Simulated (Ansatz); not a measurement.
Species: sum formula SiN2H5 (charge 0, doublet). It need not be the lowest isomer of its formula. SMILES: N[SiH]N
Structure (B3LYP-D3(BJ)/def2-TZVP (Ansatz, a first-principles code) minimum search):
```xyz
8

Si     0.0484    -0.5613    -0.0705
N      1.1643     0.6679    -0.5442
N     -1.2133     0.2419     0.7737
H     -0.3212    -1.2141    -1.3713
H      1.5779     1.2780     0.1444
H      1.7875     0.5122    -1.3217
H     -1.8014    -0.2263     1.4412
H     -1.5769     1.1391     0.4886
```
Charge 0, spin multiplicity 2.

Parts of the frozen-core correlation energy in 6-31G (Ansatz, hartree). Frozen orbitals: 7; correlated occupied orbitals by spin: 10 and 9; virtual: 24 and 25. Open shells are spin-unrestricted. Spin-orbit coupling is left out. No relativistic terms.

```json
[
 {"term": "reference (HF)", "value": "-400.64311"},
 {"term": "MP2 opposite-spin", "value": "?"},
 {"term": "MP2 same-spin", "value": "-0.05958"},
 {"term": "CCSD correlation", "value": "?"},
 {"term": "(T)", "value": "?"},
 {"term": "T1 diagnostic", "value": "0.016"},
 {"term": "largest doubles amplitude", "value": "0.019"},
 {"term": "<S^2> of the reference", "value": "0.754"}
]
```

Question: What belongs in the gaps?

Answer: 
- MP2 opposite-spin, value: -0.20419
- CCSD correlation, value: -0.28973
- (T), value: -0.00530
